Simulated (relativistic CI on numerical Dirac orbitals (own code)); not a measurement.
**Hyperfine structure of Gd XVIII, mass number 155**

Computed by Dirac-Coulomb-Breit CI, separate exchange-only KLI orbitals for each configuration, model QED, unscaled Slater integrals (own radial code, finite nucleus).

CI space (outside the closed core [Ar] 3d10 4s2): 4p⁶4d¹⁰4f, 4p⁶4d¹⁰5s, 4p⁶4d¹⁰5p, 4p⁶4d⁹4f², 4p⁶4d¹⁰5d, 4p⁶4d⁹5s², 4p⁶4d¹⁰5f, 4p⁶4d¹⁰6s, 4p⁶4d⁹4f5s, 4p⁶4d⁹5s5p, 4p⁵4d¹⁰4f², 4p⁶4d¹⁰6p, 4p⁶4d⁹5p², 4p⁶4d¹⁰5g, 4p⁶4d⁹4f5p, 4p⁶4d⁹5s5d. Levels of other configurations are missing.

Nuclear spin I = 3/2, μ = -0.2591 μN, Q = 1.27 b (tables of Stone and Pyykkö). The electronic factors are computed for point nuclear moments, without core polarisation or the Bohr-Weisskopf and QED corrections.

```csv
Level,E (cm⁻¹),A (MHz),B (MHz)
4p⁶4d¹⁰4f ²F°5/2,0,-302.2,2280
4p⁶4d¹⁰4f ²F°7/2,8690,-164.1,2590
4p⁶4d¹⁰5s ²S1/2,190000,-32720,
4p⁶4d¹⁰5p ²P°1/2,427606,-9551,
4p⁶4d¹⁰5p ²P°3/2,509013,-1331,18700
4p⁶4d¹⁰5d ²D3/2,880223,-584.8,2870
4p⁶4d¹⁰5d ²D5/2,896151,-233.3,3620
4p⁶4d⁹4f² ⁴F3/2,1111344,-59.65,-692
```

Levels with J = 0, under 50 % of one LS term, or S terms without an open s electron are left out. Small factors come from cancelling terms and can be off by tens of per cent or more.

At this charge transitions that keep the count of f electrons are usually good to a few per cent. Terms inside the open d or f shell come out 10 to 20 % too wide with unscaled integrals. Levels that differ in their count of f electrons can be misplaced by several ten thousand cm⁻¹, since the correlation energy of f electrons is missing or only estimated; rates across such gaps can be off by orders of magnitude.

Problem. Give the hyperfine levels of 4p⁶4d¹⁰4f ²F°5/2 relative to its centre of gravity.

Solution. With K = F(F + 1) − I(I + 1) − J(J + 1), E = AK/2 + B[¾K(K + 1) − I(I + 1)J(J + 1)]/[2I(2I − 1)J(2J − 1)]: F = 1: 3182, F = 2: 754, F = 3: -1178, F = 4: -563.1 MHz.

LS names give the leading component of a level, which can be under half, so a name can repeat, a term be missing and a line seem to break the LS rules.
